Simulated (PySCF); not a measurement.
# Orbital levels and atomic charges: C13H10S2

System: C13H10S2 (redox-flow and redox-shuttle molecule), SMILES Cc1ccc2c(c1)Sc1ccccc1S2.

Cartesian coordinates (Å):
```
  1 C    -4.3443   -0.8811   -0.5757
  2 C    -3.0497   -0.2288   -0.2015
  3 C    -2.9127    1.1552   -0.2317
  4 C    -1.7202    1.7528    0.1243
  5 C    -0.6454    0.9824    0.5483
  6 C    -0.7727   -0.3986    0.5893
  7 C    -1.9652   -0.9934    0.2015
  8 S     0.5230   -1.4669    1.1596
  9 C     1.9699   -0.6496    0.5441
 10 C     3.0293   -1.4499    0.1351
 11 C     4.2133   -0.8786   -0.2910
 12 C     4.3379    0.5012   -0.3381
 13 C     3.2780    1.3018    0.0430
 14 C     2.0954    0.7324    0.4989
 15 S     0.8241    1.8329    1.0583
 16 H    -4.1754   -1.8717   -0.9903
 17 H    -4.9731   -0.9877    0.3085
 18 H    -4.8838   -0.2789   -1.3027
 19 H    -3.7451    1.7704   -0.5401
 20 H    -1.6104    2.8260    0.0927
 21 H    -2.0408   -2.0701    0.2375
 22 H     2.9153   -2.5224    0.1772
 23 H     5.0366   -1.5106   -0.5874
 24 H     5.2585    0.9554   -0.6724
 25 H     3.3577    2.3779    0.0128
```

Method: BHandHLYP/6-31G*, gas phase, PySCF, fitting set def2-universal-JFIT up to Ne and JKFIT beyond, grid level 1.

Problem. Give the orbital energies near the gap.

Solution. 
```tsv
orbital	eV
HOMO-4	-9.41
HOMO-3	-8.26
HOMO-2	-8.07
HOMO-1	-7.25
HOMO	-6.52
LUMO	0.59
LUMO+1	0.87
LUMO+2	1.11
LUMO+3	1.17
```

Problem. Give the partial charges of the non-hydrogen atoms.

Solution. 
| atom | Mulliken | IAO | Hirshfeld |
| --- | --- | --- | --- |
| C1 | -0.54 | -0.40 | -0.09 |
| C2 | 0.13 | 0.03 | 0.02 |
| C3 | -0.19 | -0.15 | -0.05 |
| C4 | -0.17 | -0.13 | -0.05 |
| C5 | -0.13 | -0.12 | -0.02 |
| C6 | -0.12 | -0.11 | -0.02 |
| C7 | -0.21 | -0.15 | -0.05 |
| S8 | 0.19 | 0.18 | 0.00 |
| C9 | -0.12 | -0.11 | -0.02 |
| C10 | -0.17 | -0.14 | -0.05 |
| C11 | -0.15 | -0.14 | -0.04 |
| C12 | -0.15 | -0.14 | -0.04 |
| C13 | -0.17 | -0.14 | -0.05 |
| C14 | -0.12 | -0.11 | -0.02 |
| S15 | 0.19 | 0.18 | 0.00 |
